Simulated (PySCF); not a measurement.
S4, neutral, multiplicity 1. Atoms are numbered in the order given.

```xyz
4

S      0.0000    -1.0448    -0.9226
S      0.0000     1.0448    -0.9226
S      0.0000     1.5141     0.9226
S      0.0000    -1.5141     0.9226
```
Charge 0, spin multiplicity 1.

Coordinates come from a ωB97X-D3(BJ)/def2-SVP optimisation. One conformer was computed; it need not be the lowest.

The numbers are results of PySCF with PBE/pcSseg-2, not measurements.

GIAO shieldings, no solvent; atoms alike by connectivity are averaged. δ = σ(ref) − σ: ³³S against H2S (σ = 705.0 ppm), references at their B3LYP-D3(BJ)/def2-TZVP geometries, non-relativistic.

| nucleus | atoms | count | δ (ppm) |
|---|---|---|---|
| ³³S | S3, S4 | 2 | 1171.0 |
| ³³S | S1, S2 | 2 | 1169.3 |
